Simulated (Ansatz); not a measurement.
`C#[C][Zr]([Cl])([Cl])[O]C` + CH₃NH₂ → `C[NH][Zr]([Cl])([Cl])[O]C` + `C#C` at 600 K and 1 bar (ligand exchange at a Zr–C bond).

Computed with Ansatz on PBE0-D4/def2-TZVP structures; ΔE is electronic, products minus reactants. CBS: MP2 limit from def2 TZ/QZ plus the TZ coupled-cluster correction, frozen cores. This one scheme is used for every species. Elements past krypton have def2 core potentials. For Zr outer-core shells are correlated without core-valence functions, which leaves a few kJ/mol of doubt a bond. Each species was taken in one conformer, which may not be the lowest.

```
                    species  CCSD(T)/CBS energy (Eh)  H − E (kJ/mol)  S (J/(mol·K))
`C#[C][Zr]([Cl])([Cl])[O]C`              -1158.44434           245.6          579.0
                     CH₃NH₂                -95.75281           199.3          283.8
`C[NH][Zr]([Cl])([Cl])[O]C`              -1176.98734           346.5          610.3
                      `C#C`                -77.22717            96.2          235.4
```

H − E and S are ideal-gas, rigid-rotor, harmonic terms from PBE0-D4/def2-TZVP, for one conformer and one mirror image of each species. 1 Eh = 2625.50 kJ/mol, R = 8.31446 J/(mol·K).

**Question.** By hand: ΔE, ΔH, ΔS and ΔG.

**Answer.** ΔE = (-1176.98734) + (-77.22717) − (-1158.44434) − (-95.75281) = -0.01736 Eh = -45.6 kJ/mol. Δ(H − E) = 346.5 + 96.2 − 245.6 − 199.3 = -2.2, so ΔH = -47.8 kJ/mol. ΔS = 610.3 + 235.4 − 579.0 − 283.8 = -17.1 J/(mol·K). ΔG = -47.8 − 600 × (-17.1)/1000 = -37.5 kJ/mol.

**Question.** By hand: the equilibrium constant, and the temperature at which ΔG would vanish if ΔH and ΔS stayed fixed.

**Answer.** log₁₀ K = −ΔG/(RT ln 10) = 3.3. ΔG = 0 at ΔH/ΔS = 2795 K, far beyond where these terms or the molecules hold.

ΔH outweighs TΔS. A doubt of 5 kJ/mol in ΔE shifts log₁₀ K by 0.4 here. Other conformers and mirror images would add mixing entropy, several J/(mol·K) or more a flexible species. Modes under 60 cm⁻¹, often nearly free rotors, make the harmonic entropy too high. These are equilibria of isolated gas molecules and say nothing of rates. Largest T1 diagnostic: 0.016 (customary marks: 0.02 for closed shells, 0.045 for open ones).
